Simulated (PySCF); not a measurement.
C2H4BFO2. Atoms are numbered in the order given.

```xyz
10

C     -0.8225     1.8283     0.0000
C      0.2354     0.7581     0.0000
O      1.4315     1.0155     0.0000
B     -0.1415    -0.8158     0.0000
O      0.8739    -1.6854     0.0000
F     -1.4000    -1.2384     0.0000
H     -1.4753     1.7055     0.8814
H     -1.4753     1.7055    -0.8814
H     -0.3676     2.8283     0.0000
H      1.7048    -1.1743     0.0000
```

Coordinates come from a B3LYP-D3(BJ)/def2-SVP optimisation. The structure was generated by enumeration, and PubChem lists no compound with its InChIKey, so it may never have been made. The values are those of a single conformer.

Level of theory: PBE0/pcSseg-1 run with PySCF.

GIAO shieldings, no solvent; atoms alike by connectivity are averaged. δ = σ(ref) − σ: ¹³C against TMS (σ = 186.3 ppm); ¹⁷O against H2O (σ = 334.2 ppm); ¹¹B against BF3 (σ = 88.8 ppm); ¹⁹F against CFCl3 (σ = 167.2 ppm); ¹H against TMS (σ = 31.56 ppm), references at their B3LYP-D3(BJ)/def2-TZVP geometries, non-relativistic.

| atoms | nucleus | count | δ (ppm) |
|---|---|---|---|
| C2 | ¹³C | 1 | … |
| C1 | ¹³C | 1 | … |
| O3 | ¹⁷O | 1 | 818.1 |
| O5 | ¹⁷O | 1 | … |
| B4 | ¹¹B | 1 | 4.5 |
| F6 | ¹⁹F | 1 | -131.5 |
| H10 | ¹H | 1 | … |
| H7, H8, H9 | ¹H | 3 | 2.81 |

Question: Fill in the missing entries. (Estimate from the structure and the level; the computed values follow.)

Answer: 
- O5, δ (ppm): 139.2
- C1, δ (ppm): 37.9
- C2, δ (ppm): 237.4
- H10, δ (ppm): 6.88
